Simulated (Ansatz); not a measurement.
C$_{2}$H$_{7}$ClGe, SMILES `ClC[CH2][GeH3]`, 11 atoms. Total charge 0; spin multiplicity 1. Correlated methods include outer-core shells of Ge, which these sets cover unevenly. Scalar relativity is left out up to krypton. All runs use 4 threads of an Arm Neoverse V2 on a shared host. Correlated methods freeze the cores.

(1) Give the basis size and wall time and peak host memory of each of these runs in Ansatz. RHF-CCSD(T)/def2-TZVPP energy; RKS B97M-V/def2-TZVPP energy; RKS r2SCAN0-D4/def2-TZVPP energy; RKS PBE0-D4/def2-QZVPP energy; RHF-MP2/def2-QZVPP energy; RKS PBE0-D4/def2-SVP energy; RKS BLYP-D4/def2-TZVPP energy; RKS PBE0-D4/def2-TZVP relaxation (8 steps); RKS ωB97M-V/def2-SVP energy; RKS PBE0-D4/def2-TZVPP energy; RKS ωB97M-V/def2-QZVPP energy; direct RPA on PBE orbitals/def2-TZVPP energy. (Estimate.)

Answers

(1) Computed: Other jobs shared the machine, so times are rough.

```tsv
level	job	functions	wall time	peak host memory (GiB)
RKS PBE0-D4/def2-SVP	energy	113	1.2 s	0.45
RKS BLYP-D4/def2-TZVPP	energy	250	1.9 s	0.34
RKS PBE0-D4/def2-TZVPP	energy	250	3 s	0.72
RKS ωB97M-V/def2-SVP	energy	113	4.5 s	0.45
direct RPA on PBE orbitals/def2-TZVPP	energy	250	4.7 s	0.61
RKS r2SCAN0-D4/def2-TZVPP	energy	250	5.5 s	0.74
RKS PBE0-D4/def2-QZVPP	energy	483	8.5 s	2
RKS B97M-V/def2-TZVPP	energy	250	9.5 s	0.43
RKS ωB97M-V/def2-QZVPP	energy	483	19 s	2.4
RHF-MP2/def2-QZVPP	energy	483	23 s	3.2
RKS PBE0-D4/def2-TZVP	relaxation (8 steps)	189	26 s	0.53
RHF-CCSD(T)/def2-TZVPP	energy	250	2.7 min	5.3
```
